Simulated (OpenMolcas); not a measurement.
# Os6+ in a point-charge field

Os6+ among 6 point charges of -1.7 e arranged as a tetragonal octahedron (D4h), 1.92 Å from the ion, with the axial distance 1.958 Å.

* Program: OpenMolcas
* Method: SS-CASPT2, IPEA 0.25 Eh, imaginary shift 0.1 Eh (closed shells correlated: 5s 5p)
* Basis: ANO-RCC-VDZP [7s6p4d2f1g]
* Scalar Hamiltonian: DKH2, point nucleus
* Active space: 2 electrons in 5 orbitals (5d)
* State averaging: 2S+1 = 3 even, 10 roots; 2S+1 = 1 even, 15 roots
* Spin-orbit coupling: state interaction with AMFI integrals over the reference wave functions

The lowest spin-free states (labels of D4, the rotations of D4h), above the lowest:

| State | Degeneracy | E (cm-1) | Free-ion L (%) |
| --- | --- | --- | --- |
| 3A2 | 1 | 0 | F (96) |
| 3E | 2 | 460 | F (97) |
| 3B2 | 1 | 7510 | F (100) |
| 3E | 2 | 7800 | F (100) |
| 1B2 | 1 | 12040 | D (76) |
| 1E | 2 | 12610 | D (77) |
| 1B1 | 1 | 12770 | D (61) |
| 1A1 | 1 | 13510 | D (62) |
| 3B1 | 1 | 16150 | F (100) |
| 3E | 2 | 18450 | P (97) |
| 3A2 | 1 | 20010 | P (96) |
| 1B2 | 1 | 22330 | G (76) |
| 1E | 2 | 22560 | G (78) |
| 1A1 | 1 | 23620 | G (91) |
| 1E | 2 | 24930 | G (98) |
| 1A2 | 1 | 26500 | G (100) |
| 1B1 | 1 | 30650 | G (61) |
| 1A1 | 1 | 30800 | G (62) |
| 1A1 | 1 | 51930 | S (91) |

The lowest levels with spin-orbit coupling:

```tsv
E (cm-1)	Degeneracy	Label	2S+1	g
0	1	A1	3	
240	1	B1	3	
1310	2	E	3 (88 %)	0.00 0.00 1.87
1600	1	B2	3 (87 %)	
11410	2	E	3	0.00 0.00 1.21
11460	1	A2	3	
13760	1	B2	3 (89 %)	
14040	2	E	3	0.00 0.00 2.09
15150	1	A1	3 (89 %)	
15790	1	B1	3	
20740	1	B1	1 (59 %)	
21130	2	E	3	0.00 0.00 0.01
21430	1	A2	3	
21500	1	A1	1 (54 %)	
21920	1	A1	3 (85 %)	
22630	1	B1	3 (87 %)	
22790	1	B2	1 (50 %)	
22970	2	E	1 (52 %)	0.00 0.00 1.06
23000	1	A1	3 (88 %)	
26520	2	E	3 (63 %)	0.00 0.00 3.87
```

Powder χT (cm3 K/mol): 0 at 2 K, 0.00242 at 10 K, 0.0121 at 50 K, 0.0243 at 100 K, 0.0491 at 200 K, 0.0746 at 300 K. The effective moment at 300 K is 2.828 √(χT) = 0.77 μB.

The lowest level has 2S+1 = 3, for which the spin-only value is χT = S(S+1) / 2 = 1.000 cm3 K/mol (g = 2). The computed 0.075 at 300 K differs by -0.925, through orbital momentum, spin-orbit coupling and any other state in reach.

Spin-orbit coupling mixes the spin-free states strongly: the lowest level takes only 47 % from its leading state, 3A2. Free-ion shares, where given, are those of the reference states; single-state CASPT2 does not remix them. This is an electrostatic model: the charges have no orbitals. No measured value stands beside these numbers.

With an even number of electrons the g values are those of a degenerate or nearly degenerate non-Kramers pair.
